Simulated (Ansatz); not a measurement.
Al₇As₇H₂₀⁺, a nanocrystal cut from zinc blende AlAs (hydrogen-capped). Charge 1, multiplicity 2. Geometry PBE-D4/def2-SVP, that of the neutral singlet.

```xyz
34

Al    0.842    3.751    0.806
Al    1.618   -3.281   -1.633
Al    0.398    0.961   -2.205
Al    1.877   -0.183    1.553
Al   -1.522    1.306    3.376
Al   -1.933   -1.448    0.325
Al   -3.027    2.460   -0.443
As    2.727   -2.269    0.355
As    1.698    1.546   -0.195
As   -1.425    2.887    1.435
As    1.391   -1.237   -3.039
As   -0.711   -3.409   -0.759
As   -1.832    0.370   -1.337
As   -0.461   -0.686    2.149
H     0.761    4.773   -0.429
H     1.752    4.011    2.103
H     2.263   -4.589   -2.285
H     0.476    1.944   -3.458
H     2.917    0.057    2.739
H    -0.470    1.711    4.518
H    -3.030    0.854    3.691
H    -3.367   -2.028    0.714
H    -2.884    3.561   -1.602
H    -4.444    1.938    0.102
H     4.195   -2.112   -0.034
H     2.916   -3.419    1.341
H     3.126    1.759   -0.693
H    -2.044    4.140    2.058
H     2.768   -1.013   -3.658
H     0.686   -1.699   -4.312
H    -1.538   -3.998   -1.898
H    -0.738   -4.637    0.148
H    -2.604   -0.155   -2.547
H    -0.381   -1.867    3.115
```

Single mean-field runs in def2-TZVP are fitted with def2-universal-jkfit. At PBE-D4/def2-TZVP, BLYP-D4/def2-TZVP an occupied level lies above an empty one. At PBE-D4/def2-TZVP, BLYP-D4/def2-TZVP the gap within one spin of the charge 1 doublet nearly closes, so an electron or hole may be smeared out by delocalisation error.

(1) Estimate the α-spin orbital energies around the gap (eV) in Ansatz with PBE-D4/def2-TZVP, BLYP-D4/def2-TZVP, PBE0-D4/def2-TZVP.

## Answers

(1) 
```json
{"orbital": "HOMO−5", "PBE-D4/def2-TZVP": "-9.81", "BLYP-D4/def2-TZVP": "-9.67", "PBE0-D4/def2-TZVP": "-10.89"}
{"orbital": "HOMO−4", "PBE-D4/def2-TZVP": "-9.80", "BLYP-D4/def2-TZVP": "-9.67", "PBE0-D4/def2-TZVP": "-10.85"}
{"orbital": "HOMO−3", "PBE-D4/def2-TZVP": "-9.65", "BLYP-D4/def2-TZVP": "-9.51", "PBE0-D4/def2-TZVP": "-10.83"}
{"orbital": "HOMO−2", "PBE-D4/def2-TZVP": "-9.65", "BLYP-D4/def2-TZVP": "-9.50", "PBE0-D4/def2-TZVP": "-10.59"}
{"orbital": "HOMO−1", "PBE-D4/def2-TZVP": "-9.58", "BLYP-D4/def2-TZVP": "-9.44", "PBE0-D4/def2-TZVP": "-10.53"}
{"orbital": "HOMO", "PBE-D4/def2-TZVP": "-9.55", "BLYP-D4/def2-TZVP": "-9.42", "PBE0-D4/def2-TZVP": "-10.52"}
{"orbital": "LUMO", "PBE-D4/def2-TZVP": "-5.22", "BLYP-D4/def2-TZVP": "-5.05", "PBE0-D4/def2-TZVP": "-4.59"}
{"orbital": "LUMO+1", "PBE-D4/def2-TZVP": "-5.15", "BLYP-D4/def2-TZVP": "-4.99", "PBE0-D4/def2-TZVP": "-4.34"}
{"orbital": "LUMO+2", "PBE-D4/def2-TZVP": "-5.13", "BLYP-D4/def2-TZVP": "-4.97", "PBE0-D4/def2-TZVP": "-4.31"}
{"orbital": "LUMO+3", "PBE-D4/def2-TZVP": "-4.85", "BLYP-D4/def2-TZVP": "-4.68", "PBE0-D4/def2-TZVP": "-4.09"}
{"orbital": "LUMO+4", "PBE-D4/def2-TZVP": "-4.77", "BLYP-D4/def2-TZVP": "-4.55", "PBE0-D4/def2-TZVP": "-4.02"}
{"orbital": "LUMO+5", "PBE-D4/def2-TZVP": "-4.76", "BLYP-D4/def2-TZVP": "-4.54", "PBE0-D4/def2-TZVP": "-4.02"}
{"orbital": "β HOMO", "PBE-D4/def2-TZVP": "-9.45", "BLYP-D4/def2-TZVP": "-9.33", "PBE0-D4/def2-TZVP": "-10.49"}
{"orbital": "β LUMO", "PBE-D4/def2-TZVP": "-9.50", "BLYP-D4/def2-TZVP": "-9.38", "PBE0-D4/def2-TZVP": "-9.47"}
```
